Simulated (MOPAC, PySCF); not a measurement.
H6BN3, SMILES `NB(N)N`, neutral singlet in the gas phase. 

Cartesian coordinates (Å):
SMILES: NB(N)N
```xyz
10

N     -1.2764    -0.6097    -0.1919
B     -0.0002     0.0004    -0.0019
N      1.1821    -0.7953    -0.0345
N      0.0914     1.4068     0.2178
H     -2.1186    -0.0760    -0.2972
H     -1.3805    -1.5671    -0.4712
H      1.1695    -1.7904    -0.1529
H      2.0964    -0.4267     0.1461
H      0.9507     1.8659     0.4536
H     -0.7143     1.9921     0.3321
```
Charge 0, multiplicity 1.

All levels are single points at this geometry (PBE0-D4/def2-TZVP); Pople sets use spherical d functions. Orbital energies aren't observables, and empty levels follow the basis.

```json
[
 {"level": "PBE-D3(BJ)/def2-TZVP in PySCF", "HOMO (eV)": "-5.09", "LUMO (eV)": "0.09", "gap (eV)": "5.18", "dipole (D)": "0.05", "vertical IE, Delta-SCF (eV)": "–"},
 {"level": "PBE0-D4/def2-TZVP in PySCF", "HOMO (eV)": "-6.55", "LUMO (eV)": "0.89", "gap (eV)": "7.44", "dipole (D)": "0.06", "vertical IE, Delta-SCF (eV)": "8.82"},
 {"level": "B3LYP/6-311+G** in PySCF", "HOMO (eV)": "-6.40", "LUMO (eV)": "-0.24", "gap (eV)": "6.16", "dipole (D)": "0.06", "vertical IE, Delta-SCF (eV)": "–"},
 {"level": "BP86/6-31G* in PySCF", "HOMO (eV)": "-4.56", "LUMO (eV)": "1.61", "gap (eV)": "6.17", "dipole (D)": "0.06", "vertical IE, Delta-SCF (eV)": "–"},
 {"level": "M06-2X/6-31G* in PySCF", "HOMO (eV)": "-7.49", "LUMO (eV)": "3.41", "gap (eV)": "10.90", "dipole (D)": "0.06", "vertical IE, Delta-SCF (eV)": "–"},
 {"level": "PBE/6-31G* in PySCF", "HOMO (eV)": "-4.44", "LUMO (eV)": "1.57", "gap (eV)": "6.01", "dipole (D)": "0.06", "vertical IE, Delta-SCF (eV)": "–"},
 {"level": "SVWN5/6-31G* in PySCF", "HOMO (eV)": "-4.54", "LUMO (eV)": "1.44", "gap (eV)": "5.98", "dipole (D)": "0.06", "vertical IE, Delta-SCF (eV)": "–"},
 {"level": "HF/6-31G* in PySCF", "HOMO (eV)": "-9.82", "LUMO (eV)": "5.95", "gap (eV)": "15.77", "dipole (D)": "0.06", "vertical IE, Delta-SCF (eV)": "7.88"},
 {"level": "HF/STO-3G in PySCF", "HOMO (eV)": "-7.88", "LUMO (eV)": "12.24", "gap (eV)": "20.12", "dipole (D)": "0.06", "vertical IE, Delta-SCF (eV)": "–"},
 {"level": "AM1 in MOPAC", "HOMO (eV)": "-9.22", "LUMO (eV)": "2.71", "gap (eV)": "11.93", "dipole (D)": "0.07", "vertical IE, Delta-SCF (eV)": "–"},
 {"level": "PM3 in MOPAC", "HOMO (eV)": "-8.18", "LUMO (eV)": "2.73", "gap (eV)": "10.91", "dipole (D)": "0.07", "vertical IE, Delta-SCF (eV)": "–"},
 {"level": "PM6 in MOPAC", "HOMO (eV)": "-8.70", "LUMO (eV)": "2.50", "gap (eV)": "11.20", "dipole (D)": "0.08", "vertical IE, Delta-SCF (eV)": "–"},
 {"level": "PM7 in MOPAC", "HOMO (eV)": "-8.60", "LUMO (eV)": "1.31", "gap (eV)": "9.91", "dipole (D)": "0.08", "vertical IE, Delta-SCF (eV)": "–"}
]
```
